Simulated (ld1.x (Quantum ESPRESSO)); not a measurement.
## u(r) = r·R(r): atom against pseudo-atom (Ag (Z = 47))

Columns: radius, all-electron u(r) and pseudo u(r) of the 5p shell (level -1.04 eV) of silver in the configuration [Kr] 4d10 5s0.75 5p0.25; PBE, scalar-relativistic, ultrasoft scheme, ld1.x (Quantum ESPRESSO) 7.5.

```
r (bohr)  all-electron   pseudo
   0.190       -0.0571  -0.0045
   0.380       -0.0409  -0.0179
   0.570        0.0963  -0.0394
   0.760        0.1494  -0.0679
   0.950        0.1195  -0.1019
   1.140        0.0488  -0.1396
   1.330       -0.0329  -0.1793
   1.520       -0.1112  -0.2192
   1.710       -0.1805  -0.2578
   1.900       -0.2393  -0.2938
   2.090       -0.2882  -0.3260
   2.280       -0.3279  -0.3540
   2.470       -0.3598  -0.3774
   2.660       -0.3849  -0.3963
   2.850       -0.4041  -0.4111
   3.040       -0.4184  -0.4222
   3.230       -0.4284  -0.4301
   3.420       -0.4349  -0.4354
   3.610       -0.4384  -0.4385
   3.800       -0.4394  -0.4394
   3.990       -0.4381  -0.4381
   4.180       -0.4351  -0.4351
   4.370       -0.4306  -0.4306
   4.560       -0.4248  -0.4248
   4.750       -0.4179  -0.4179
   4.940       -0.4102  -0.4102
```

Question: How many radial nodes do the two functions have?

Answer: The all-electron 5p function has n − l − 1 = 3 (the table is too coarse to show those close to the nucleus); the pseudo-wave has 0, since the states of the same l below it are removed with the core.

Question: At about which radius was the pseudo-wave matched?

Answer: 3.80 bohr, where the columns begin to agree (steps of 0.19 bohr).

Question: Where does each function peak?

Answer: Outermost all-electron maximum near 3.80 bohr, pseudo maximum near 3.80 bohr (to the table’s step).

Question: Is the pseudo-wave norm-conserving?

Answer: No, it belongs to an ultrasoft set: the norm inside the radius is not constrained, and the difference is carried by the augmentation charge.
